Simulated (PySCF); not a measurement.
In(Cl)(SiH3)2, H6ClInSi2, SMILES [SiH3][In]([SiH3])[Cl] (PBE0/def2-SVP optimised geometry):

```
10

In    -1.365    -1.673    -2.063
Cl    -0.606    -3.933    -1.995
Si    -2.783    -1.272    -4.186
H     -3.349     0.112    -4.221
H     -3.909    -2.254    -4.231
H     -1.924    -1.466    -5.395
Si    -0.506    -0.374     0.000
H     -0.985     1.043     0.000
H      0.989    -0.374     0.000
H     -0.989    -1.043     1.247
```

Computed with PBE0/def2-TZVP, def2 effective core potentials past Kr run with PySCF.

Q: What are the frontier orbital energies and the dipole moment?

A: HOMO-2 -8.61 eV, HOMO-1 -8.55 eV, HOMO -7.27 eV, LUMO -2.39 eV, LUMO+1 -1.06 eV; dipole moment 3.11 D.
